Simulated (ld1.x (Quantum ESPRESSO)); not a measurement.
## P (Z = 15), PAW: configuration errors across variants

```
Element                 : P
Generator               : ld1.x (Quantum ESPRESSO) 7.5
Type                    : PAW
Functional              : PBE
Relativity              : non-relativistic
Frozen core             : [Ne]
Valence charge          : 5
Reference configuration : 3s1 3p4
Partial waves           : 3s (bound): rcut 1.15, rcutus 1.55 bohr; 3s channel at 1.85 Ry: rcut 1.15, rcutus 1.55 bohr; 3p (bound): rcut 1.20, rcutus 1.40 bohr; 3p channel at 0.2 Ry: rcut 1.20, rcutus 1.40 bohr
Local potential         : all-electron potential smoothed inside 1.45 bohr (lloc = -1)
Core correction         : Bessel-smoothed model core, default radius (core density twice the valence density)
Augmentation charge     : PSQ, inside the norm-conserving radii
```

All-electron excitation energies from the reference (eV): (1) 3s2 3p3 -8.447; (2) 3s2 3p2 1.294; (3) 3s2 3p1 20.454; (4) 3s2 3p3.3 -9.757; (5) 3s0 3p5 8.575; (6) 3s1 3p0 102.085; (7) 3s1 3p3 10.320.

Errors AE − PS in meV (a dash: test not solved or not reliable):

```csv
change,(1),(2),(3),(4),(5),(6),(7),bound ghosts
base,-0.4,-0.2,-4.8,-0.5,-0.5,-113,-0.7,none
"wave 3s channel at 1.85 Ry: rcut 1.15, rcutus 1.55 bohr becomes 3s channel at -0.96 Ry: rcut 1.15, rcutus 1.55 bohr",-0.5,-0.3,-5.1,-0.5,-0.5,-116,-0.7,none
"wave 3s channel at 1.85 Ry: rcut 1.15, rcutus 1.55 bohr becomes 3s channel at -0.89 Ry: rcut 1.15, rcutus 1.55 bohr",-0.5,-0.3,-5.1,-0.5,-0.5,-116,-0.7,none
"wave 3s channel at 1.85 Ry: rcut 1.15, rcutus 1.55 bohr becomes 3s channel at -0.78 Ry: rcut 1.15, rcutus 1.55 bohr",-0.5,-0.3,-5.1,-0.5,-0.5,-116,-0.7,none
"wave 3s channel at 1.85 Ry: rcut 1.15, rcutus 1.55 bohr becomes 3s channel at -0.55 Ry: rcut 1.15, rcutus 1.55 bohr",-0.5,-0.3,-5.1,-0.5,-0.5,-116,-0.7,none
"wave 3s channel at 1.85 Ry: rcut 1.15, rcutus 1.55 bohr becomes 3s channel at -0.2 Ry: rcut 1.15, rcutus 1.55 bohr",-0.5,-0.3,-5.0,-0.5,-0.5,-115,-0.7,none
"wave 3s channel at 1.85 Ry: rcut 1.15, rcutus 1.55 bohr becomes 3s channel at 1.57 Ry: rcut 1.15, rcutus 1.55 bohr",-0.4,-0.2,-4.8,-0.5,-0.5,-113,-0.7,none
"wave 3s channel at 1.85 Ry: rcut 1.15, rcutus 1.55 bohr becomes 3s channel at 2.51 Ry: rcut 1.15, rcutus 1.55 bohr",-0.4,-0.2,-4.7,-0.5,-0.5,-112,-0.7,none
"wave 3s channel at 1.85 Ry: rcut 1.15, rcutus 1.55 bohr becomes 3s channel at 5.25 Ry: rcut 1.15, rcutus 1.55 bohr",-0.4,-0.2,-4.3,-0.5,-0.5,-109,-0.6,none
```

(1) Give the same row for: wave 3s channel at 1.85 Ry: rcut 1.15, rcutus 1.55 bohr becomes 3s channel at 0.38 Ry: rcut 1.15, rcutus 1.55 bohr.

Results:

(1) -0.5, -0.3, -5.0, -0.5, -0.5, -115, -0.7; bound ghosts: none.
